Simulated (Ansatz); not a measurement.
Total energies of BrF₃Ti, SMILES `[F][Ti]([F])([F])[Br]`.

Cartesian coordinates in Å:
```
F 0.143 -1.028 1.444
Ti 0.078 0.039 0.076
F -0.370 1.629 0.609
F 1.642 0.106 -0.674
Br -1.493 -0.746 -1.456
```

The species carries charge 0 and has multiplicity 1. Correlated methods include outer-core shells of Br, Ti, which these sets cover unevenly. Scalar relativity is left out up to krypton. Geometry: relaxed with PBE0-D4/def2-TZVP. Basis def2-TZVPP, Ansatz 0.2.0.

RPA on PBE orbitals: Hartree–Fock energy of these orbitals -3719.41319 Eh, correlation -2.18182 Eh (frozen core).

```
             functional  energy without D4 (Eh)  D4 term (kJ/mol)
            LDA (SPW92)             -3716.12746                 –
                    PBE             -3722.71909             -11.7
                 revPBE             -3723.17736             -28.9
                 r2SCAN             -3723.43889              -2.6
HSE06 (plane-wave form)             -3722.78144              -9.4
                  BHLYP             -3723.41508             -17.0
              CAM-B3LYP             -3723.67435             -10.4
                ωB97M-V             -3723.30582                 –
                 B2PLYP             -3722.88893                 –
               PBE-QIDH             -3722.33577                 –
```

Give the same for BLYP, B97M-V, PBE0, B3LYP, r2SCANh, r2SCAN0, LC-ωPBE, ωB97X-V. (Estimate.)

The calculation gave: 
| functional | energy without D4 (Eh) | D4 term (kJ/mol) |
| --- | --- | --- |
| BLYP | -3723.64565 | -24.9 |
| B97M-V | -3722.80750 | – |
| PBE0 | -3722.79670 | -10.0 |
| B3LYP | -3723.63036 | -19.2 |
| r2SCANh | -3723.39984 | -2.9 |
| r2SCAN0 | -3723.34491 | -3.2 |
| LC-ωPBE | -3722.87682 | – |
| ωB97X-V | -3723.11456 | – |

B3LYP takes the VWN-RPA correlation (the form of Gaussian; ORCA's B3LYP/G). HSE06 is the plane-wave form, built on full-range PBE exchange. The double hybrids freeze the cores in their second-order part.

LC-ωPBE has ω = 0.4 bohr⁻¹.
